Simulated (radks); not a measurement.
Ionisation of the indium ion In+, [Kr] 4d10 5s2, to [Kr] 4d10 5s1 as the strength of local exchange is varied. Method: scalar-relativistic Kohn-Sham, Slater X-alpha exchange (alpha = 2/3 is LDA exchange), no correlation, spin-polarised, spherical densities, point nucleus; computed with a radial shooting solver on a logarithmic mesh with Libxc functionals.

\begin{tabular}{lrrrrr}
alpha & E(In+) (hartree) & exchange (hartree) & IE (eV) & -e of the level emptied (eV) & <r> of it (bohr) \\ \hline
0.607 & -5858.22741 & -135.70791 & 17.523 & 13.563 (5s) & 2.526 \\
0.644 & -5866.52332 & -144.18052 & 17.857 & 13.906 (5s) & 2.507 \\
0.667 & -5871.68605 & -149.45884 & 18.066 & 14.121 (5s) & 2.495 \\
0.749 & -5890.12862 & -168.34924 & 18.819 & 14.898 (5s) & 2.454 \\
0.953 & -5936.25579 & -215.83218 & 20.745 & 16.905 (5s) & 2.359 \\
1.025 & -5952.61951 & -232.75648 & 21.443 & 17.638 (5s) & 2.327 \\
1.026 & -5952.84709 & -232.99215 & 21.452 & 17.649 (5s) & 2.327 \\
1.042 & -5956.48952 & -236.76509 & 21.609 & 17.813 (5s) & 2.320 \\
\end{tabular}

NIST Atomic Spectra Database: 18.870 eV (measured). The Delta-SCF value meets it near alpha = 0.75.
